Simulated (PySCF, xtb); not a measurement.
GeI, SMILES [Ge][I] (connectivity only; charge and spin as stated), charge +1, multiplicity 1.

Harmonic wavenumbers (cm⁻¹) from GFN2-xTB in xtb at its own minimum, in rising order: 337.

Question: What does B3LYP-D3(BJ)/def2-TZVP (PySCF) give at its own minimum? (An estimate is asked for; the answer gives what the named calculation found.)

Answer: 296. Paired by order, the mean absolute difference is 42 cm⁻¹ and the zero-point energies are 0.5 and 0.4 kcal/mol.
